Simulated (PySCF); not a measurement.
**Deuteron quadrupole couplings in `C=C[SiH2]OC(=C)C#CCCF`**

Compound: C8H11FOSi.
Geometry (GFN2-xTB, Å), atoms numbered from 1 in this order:
```
atom  x, y, z in Å
C1     0.4318    1.3619   -1.8122
C2     1.5984    1.0344   -1.2772
Si3    2.1117   -0.7045   -0.7544
O4     0.9934   -1.8323   -1.1264
C5    -0.2782   -2.0356   -0.7082
C6    -1.0041   -3.0466   -1.1865
C7    -0.7944   -1.1215    0.2486
C8    -1.1522   -0.2926    1.0427
C9    -1.5560    0.7337    1.9808
C10   -0.6081    1.9319    1.9117
F11    0.6183    1.6043    2.4333
H12   -0.3373    0.6258   -1.9891
H13    0.1836    2.3730   -2.1031
H14    2.3288    1.8199   -1.1238
H15    3.1984   -1.2204   -1.5801
H16    2.4002   -0.6948    0.6808
H17   -2.0124   -3.2070   -0.8542
H18   -0.5926   -3.7232   -1.9129
H19   -1.5467    0.3269    2.9961
H20   -2.5688    1.0722    1.7470
H21   -0.9881    2.7678    2.5093
H22   -0.4362    2.2460    0.8769
```

Level: PBE0/pcSseg-1 (PySCF, non-relativistic); Q(2H) = 0.00286 b; rigid geometry, the same for H and D, with no vibrational averaging.

Question: Rank these positions by the coupling χzz of a deuteron there, largest first.
A. H16 (Si–H hydrogen)
B. H12 (vinylic hydrogen)
C. H17 (vinylic hydrogen)
D. H20 (methylene hydrogen)
E. H22 (methylene hydrogen)

Answer: C (231 kHz), B (220 kHz), D (201 kHz), E (190 kHz), A (106 kHz).

Q: Tabulate Vzz, the asymmetry η and χzz = 234.96 MHz × Q × Vzz for every hydrogen position.

A: 
```
atom  bonded to  bond length (Å)  Vzz (au)     η  χzz (kHz)
 H12         C1            1.079    0.3280  0.05        220
 H13         C1            1.081    0.3293  0.03        221
 H14         C2            1.084    0.3269  0.04        220
 H15        Si3            1.459    0.1635  0.02        110
 H16        Si3            1.464    0.1583  0.05        106
 H17         C6            1.074    0.3434  0.07        231
 H18         C6            1.075    0.3426  0.06        230
 H19         C9            1.094    0.2968  0.03        199
 H20         C9            1.093    0.2991  0.03        201
 H21        C10            1.096    0.2871  0.07        193
 H22        C10            1.095    0.2825  0.07        190
```

Q: Average by the element that carries the hydrogen.

A: on C: 212 kHz over 9 positions, mean bond length 1.086 Å; on Si: 108 kHz over 2 positions, mean bond length 1.461 Å.

Q: How does χzz go with the bond length over the 9 C–H bonds?

A: A straight-line fit has a slope of -17.5 kHz for each 0.01 Å, with a correlation coefficient of -0.98, over lengths from 1.074 to 1.096 Å. The longer bonds have the smaller couplings here.

Q: A static deuteron (I = 1) shows a doublet split by (3/2)χ, (3/4)χ(1 + η) and (3/4)χ(1 − η) with the field along z, y and x of the gradient. What are these for H14?

A: With |χ| = 219.7 kHz and η = 0.042: 329, 172 and 158 kHz, to first order and without motion.

The structure is a single GFN2-xTB conformer in the gas phase; no vibrational or solvent corrections. GFN2-xTB bond lengths can be off by several hundredths of an ångström, more for odd bonds, and the gradients follow them. A larger basis could move these couplings by a tenth or more.
